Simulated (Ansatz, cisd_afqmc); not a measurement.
Species: Tl, charge -1, triplet.

Total energies in def2-TZVPPD, 4 correlated electrons, 9 frozen orbitals. Open shells are spin-unrestricted; no spin-orbit coupling. Cores are frozen in correlated methods (noble-gas shells, and filled d and f shells in the p block). Past Kr the def2 sets carry scalar-relativistic core potentials. AFQMC is phaseless with a CISD trial state; ± is one standard error, without the phaseless bias. Outlying blocks are dropped, and bars are widened where a walk drifts. Over all cases where full CI ran beside it in this data, AFQMC minus full CI had a median of +0.1 mEh and passed +0.4 mEh in a tenth of the cases. Spin-orbit terms, left out, reach several kcal/mol for Br and I, and more for heavier atoms.

```tsv
method	program	energy (Eh)	minus CCSDTQ (mEh)
HF	Ansatz	-171.51097	46.62
MP2	Ansatz	-171.54560	11.98
CCSD	Ansatz	-171.55593	1.65
CCSD(T)	Ansatz	-171.55719	0.40
CCSDT(Q)	Ansatz	-171.55758	0.01
CCSDTQ	Ansatz	-171.55759	0.00
AFQMC/CISD	cisd_afqmc	-171.5574 ± 0.0001	0.2 ± 0.1
```

Ansatz is an electronic-structure program.
